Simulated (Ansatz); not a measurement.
Z-matrix (Å, degrees):
```
Si
C 1 1.834
C 1 2.145 2 38.5
C 1 1.851 2 121.8 3 110.5
O 1 1.719 2 78.4 3 0.6
H 1 1.485 2 118.0 3 -106.7
H 2 1.076 1 148.2 3 178.0
H 3 1.088 1 169.4 2 -175.8
H 4 1.093 1 110.6 2 -158.9
H 4 1.094 1 110.3 2 82.0
H 4 1.091 1 110.7 2 -38.2
```

Charge 0, multiplicity 1.

Problem. List the ωB97M-V/def2-TZVPP orbital energies in eV (Ansatz). (Estimate.)

Solution. Computed: Occupied: -1807.43, -526.10, -283.39, -281.15, -280.82, -148.41, -102.58, -102.51, -102.49, -31.83, -23.53, -22.58, -19.30, -16.71, -15.63, -14.78, -14.41, -13.93, -13.74, -12.05, -11.34, -10.84, -9.08. Lowest empty: 2.06, 2.10, 2.89, 3.68, 3.96, 4.05, 4.36, 4.47.
